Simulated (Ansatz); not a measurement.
Reaction (substitution at a C–N bond): `CNC` + `CO[SiH2]S[SiH2]O` → `CO[SiH2]S[SiH2]OC` + CH₃NH₂

Computed with Ansatz on PBE0-D4/def2-TZVP structures; ΔE is electronic, products minus reactants. CCSD(T)/CBS is the MP2 limit (def2-TZVPP, def2-QZVPP) plus CCSD(T) − MP2 in def2-TZVPP, frozen cores. DFT in def2-TZVPP. One conformer a species, not always the lowest.

`CNC`:

Z-matrix (Å, degrees):
```
C
N 1 1.445
H 1 1.094 2 109.4
H 1 1.092 2 110.0 3 117.9
H 1 1.104 2 114.0 3 -120.2
C 2 1.445 1 112.8 3 65.3
H 2 1.011 1 109.8 3 -171.9
H 6 1.104 2 114.0 1 54.9
H 6 1.094 2 109.4 1 -65.3
H 6 1.092 2 110.0 1 176.8
```

`CO[SiH2]S[SiH2]O`:

```xyz
14

C    -1.983   -0.667    0.338
O    -0.626   -1.003    0.577
Si    0.434   -1.258   -0.663
S     0.786    0.534   -1.753
Si    1.576    1.629   -0.079
O     0.528    1.660    1.178
H    -2.463   -1.408   -0.309
H    -2.500   -0.654    1.298
H    -2.067    0.319   -0.128
H    -0.116   -2.239   -1.631
H     1.664   -1.736    0.005
H     1.783    3.020   -0.535
H     2.861    0.993    0.309
H     0.123    0.811    1.394
```

`CO[SiH2]S[SiH2]OC`:

Z-matrix (Å, degrees):
```
C
O 1 1.410
H 1 1.091 2 108.2
H 1 1.095 2 111.2 3 119.0
H 1 1.096 2 111.7 3 -119.5
Si 2 1.641 1 123.0 3 167.6
S 6 2.118 2 108.4 1 -167.2
H 6 1.486 2 112.2 1 74.5
H 6 1.489 2 108.3 1 -45.6
Si 7 2.146 6 101.2 2 33.3
O 10 1.633 7 115.0 6 62.5
H 10 1.482 7 109.9 6 -62.0
H 10 1.478 7 103.1 6 178.1
C 11 1.408 10 125.9 7 -82.5
H 14 1.091 11 108.2 10 -155.8
H 14 1.095 11 110.8 10 85.3
H 14 1.095 11 111.7 10 -36.0
```

CH₃NH₂:

```xyz
7

C     0.196   -0.529    0.071
N    -0.195    0.865    0.194
H    -0.046   -1.002   -0.892
H    -0.287   -1.111    0.859
H     1.274   -0.617    0.224
H    -1.193    0.969    0.066
H     0.250    1.425   -0.522
```

```json
{"level": "r2SCAN-D4", "ΔE (eV)": "0.47"}
{"level": "ωB97M-V", "ΔE (eV)": "0.45"}
```

Problem. What does CCSD(T)/CBS give? (An estimate is asked.)

Solution. Computed: +0.46 eV. The listed levels differ from it by 0.01, -0.01 eV.

Largest T1 diagnostic among the species: 0.012.

In def2-TZVPP, CCSD(T) changes the Hartree–Fock value by +0.13 eV (the triples alone add +0.02 eV) and MP2 by +0.17 eV.
